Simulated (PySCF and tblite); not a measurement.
Values are calculated unless marked as measured or tabulated.
System: C₅H₅NO, numbered as in [O:1]=[CH:2][c:3]1[cH:4][cH:5][cH:6][nH:7]1.

Motion: rotation about the C3–C2 bond (torsion C4–C3–C2–O1 from -180° to 0°, rising). GFN2-xTB gives an electronic barrier of 12.9 kcal/mol and a reaction energy of 2.4 kcal/mol.

Q: What does PBE/pcSseg-1 + D3(BJ) give on GFN2-xTB geometries?

A: A barrier of 17.9 kcal/mol, 5.0 above the tight-binding barrier (from unrounded values), a reaction energy of 3.6 kcal/mol and, with GFN2-xTB thermal terms, ΔG‡(298 K) = 17.5 kcal/mol and k = 1.9 s⁻¹ (2 equivalent paths).

Programs: tblite and PySCF.
